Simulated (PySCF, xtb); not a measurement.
C₂H₇BS₂, SMILES CSBSC.

xtb 6.7.1 with GFN2-xTB at its own geometry gives an orbital gap of 3.65 eV and a dipole moment of 3.69 D.

Geometry: B3LYP-D3(BJ)/def2-SVP. The structure was generated by enumeration, and PubChem lists no compound with its InChIKey, so it may never have been made. The values are those of a single conformer.

Task: What does PBE/def2-TZVP (PySCF) give? (The exact figures need the calculation; the answer reports its results.)

Result: gap 3.97 eV (levels -5.60 and -1.63 eV), dipole 2.13 D.
